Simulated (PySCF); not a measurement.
From one molecule to another.

First species: C4H2Cl2O2S2.
Bonds: O1–S2 (double), S2–O3 (double), S2–Cl4, S2–C5, C5–S6 (aromatic), S6–C7 (aromatic), C7–C8 (aromatic), C8–C9 (aromatic), C9–Cl10, C5–C9 (aromatic). Hydrogens: H11 on C7; H12 on C8.

Second species: C5HF2N.
Numbering: `[N:1]#[C:2]/[C:3]([F:4])=[C:5]1[CH:6]=[C:7]\1[F:8]` (hydrogens: H9 on C6)

Levels: CAM-B3LYP/def2-SVPD for dipole moment, HOMO energy, LUMO energy, HOMO–LUMO gap, static isotropic polarisability and electronic spatial extent ⟨r²⟩ about the centre of nuclear charge; TDDFT CAM-B3LYP/def2-SVPD for lowest singlet excitation; TDA CAM-B3LYP/def2-SVPD for lowest triplet excitation (Tamm–Dancoff); GFN2-xTB for rotational constant A and rotational constant C. Geometries: GFN2-xTB. Each species is one conformer at its optimised geometry, gas phase, non-relativistic unless stated. Electronic properties by PySCF.

Dipoles, sizes and rotational constants follow the conformer. The torsions of the flexible species, by atom-mapped SMILES:
- `[O:1]=[S:2](=[O:3])([Cl:4])[c:5]1[s:6][cH:7][cH:8][c:9]1[Cl:10]`: O1–S2–C5–S6 -140°

Values for the first species:

| Property | Result |
| --- | --- |
| Dipole moment | 5.38 D |
| HOMO energy | -9.14 eV |
| LUMO energy | -1.35 eV |
| HOMO–LUMO gap | 7.79 eV |
| Lowest singlet excitation | 5.03 eV |
| Lowest triplet excitation (Tamm–Dancoff) | 3.48 eV |
| Static isotropic polarisability | 114.8 au |
| Electronic spatial extent ⟨r²⟩ about the centre of nuclear charge | 2100 bohr² |
| Rotational constant A | 1.034 GHz |
| Rotational constant C | 0.536 GHz |

**Question.** Estimate the same properties for the second species, and the change in each.

**Answer.** 
```tsv
property	first	second	second less first
dipole moment	5.38 D	5.41 D	+0.03 D
HOMO energy	-9.14 eV	-8.38 eV	+0.76 eV
LUMO energy	-1.35 eV	-0.40 eV	+0.95 eV
HOMO–LUMO gap	7.79 eV	7.98 eV	+0.19 eV
lowest singlet excitation	5.03 eV	4.95 eV	-0.08 eV
lowest triplet excitation (Tamm–Dancoff)	3.48 eV	3.51 eV	+0.03 eV
static isotropic polarisability	114.8 au	64.0 au	-50.8 au
electronic spatial extent ⟨r²⟩ about the centre of nuclear charge	2100 bohr²	1039 bohr²	-1061 bohr²
rotational constant A	1.034 GHz	4.743 GHz	+3.709 GHz
rotational constant C	0.536 GHz	0.957 GHz	+0.421 GHz
```

On the first: No computed singlet falls in the visible range (750 to 380 nm, 1.65 to 3.26 eV); S1 lies 1.77 eV above its blue end. The dipole equals about 17.9 × 10⁻³⁰ C·m (1 D = 3.33564 × 10⁻³⁰ C·m).

On the second: The vertical singlet–triplet gap S1 − T1 is 1.44 eV (TDDFT singlet less Tamm–Dancoff triplet; S1: HOMO→LUMO, weight 0.94; T1: HOMO→LUMO, weight 0.85). The 8 singlets span 4.95 to 7.71 eV, and their oscillator strengths add up to 0.55.
